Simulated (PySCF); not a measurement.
**`C[C@@H]1O[S@@](=O)O[C@@H]1F`, C3H5FO3S**

Cartesian coordinates in Å; atom numbers follow the order of the lines, from 1:
```xyz
13

C    -1.5917    0.5311   -0.1462
C    -0.1877    0.3840    0.4222
O     0.7535    1.1377   -0.2965
S     1.9430    0.2234   -1.0255
O     3.2058    0.8055   -0.7389
O     1.6620   -1.0382    0.1041
C     0.3379   -1.0774    0.3783
F    -0.3159   -1.7651   -0.6317
H    -2.2842   -0.0790    0.4267
H    -1.8924    1.5728   -0.0868
H    -1.6167    0.2159   -1.1860
H    -0.1640    0.7320    1.4646
H     0.1461   -1.6424    1.2980
```

Computed with TDDFT B3LYP/def2-SVPD circular dichroism and optical rotation, one conformer, gas phase (PySCF 2.14.0). Geometry: GFN2-xTB.

States above about 8.1 eV (minus the energy of the highest occupied orbital) lie near or above the ionisation threshold and depend on the basis.

(1) Draw the ECD and absorption spectra from the lowest 16 states, each a Gaussian of half-width 0.2 eV at 1/e height.

Answers

(1) 
```tsv
E (eV)	λ (nm)	Δε (L mol⁻¹ cm⁻¹)	ε (L mol⁻¹ cm⁻¹)
5.33	233	+0.03	4.17
5.43	228	+0.25	39.5
5.53	224	+1.42	228
5.63	220	+4.97	794
5.73	216	+10.53	1680
5.83	213	+13.52	2160
5.93	209	+10.53	1680
6.03	206	+4.97	794
6.13	202	+1.42	228
6.23	199	+0.25	40.7
6.33	196	+0.02	13.1
6.43	193	-0.05	41.7
6.53	190	-0.13	117
6.63	187	-0.23	201
6.73	184	-0.19	219
6.83	181	+0.20	204
6.93	179	+1.52	367
7.03	176	+4.48	917
7.13	174	+8.25	1910
7.23	171	+9.81	3380
7.33	169	+7.32	5020
7.43	167	+2.78	5460
7.53	165	-1.98	4010
7.63	162	-9.73	2380
7.73	160	-21.70	2220
7.83	158	-28.52	2970
7.93	156	-20.64	3300
8.03	154	-5.59	3340
8.13	152	+3.14	4390
8.23	151	+3.76	6570
8.33	149	+1.55	7970
8.43	147	-0.64	7570
8.53	145	-1.47	6840
8.63	144	+0.63	6320
8.73	142	+5.32	4880
```
Δε uses R in velocity form, ε uses f in length form. Only the states computed contribute, so the short-wavelength end is incomplete.
